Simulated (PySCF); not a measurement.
**Worked example: dipole moment from atomic charges**

AlH₄NO₂, SMILES [NH2][Al]([OH])[OH]. Atoms are numbered in the order given.

```xyz
8

Al    -0.0024     0.0202     0.0000
O     -1.4142     0.9748     0.0000
H     -2.3228     0.6660     0.0000
O      1.5107     0.7999     0.0000
H      1.6114     1.7553     0.0000
N     -0.0070    -1.7466     0.0000
H      0.8404    -2.3054     0.0000
H     -0.8221    -2.3494     0.0000
```

Geometry optimised at B3LYP-D3(BJ)/def2-SVP. Other conformers were not sampled.

Charges (e) from PBE/def2-TZVPD run with PySCF:

| atom | IAO | ESP fit |
|---|---|---|
| Al1 | 1.269 | 1.303 |
| O2 | -0.826 | -0.885 |
| H3 | 0.368 | 0.432 |
| O4 | -0.823 | -0.795 |
| H5 | 0.368 | 0.400 |
| N6 | -0.904 | -1.352 |
| H7 | 0.277 | 0.468 |
| H8 | 0.271 | 0.427 |

The dipole moment of the full density is 1.56 D.

Problem. What dipole moment does each set of point charges give, and which comes closer to that of the density?

Solution. 
μ = Σ q r, and 1 e Å = 4.8032 D.
IAO: Σ q r = (-0.324, -0.243, 0.000) e Å, |μ| = 1.94 D.
ESP fit: Σ q r = (-0.260, -0.203, 0.000) e Å, |μ| = 1.58 D.
ESP fit comes closer in size. Point charges leave out the atoms' own dipoles (lone pairs, polarised bonds); fits to the potential absorb them, partitions of the density don't.
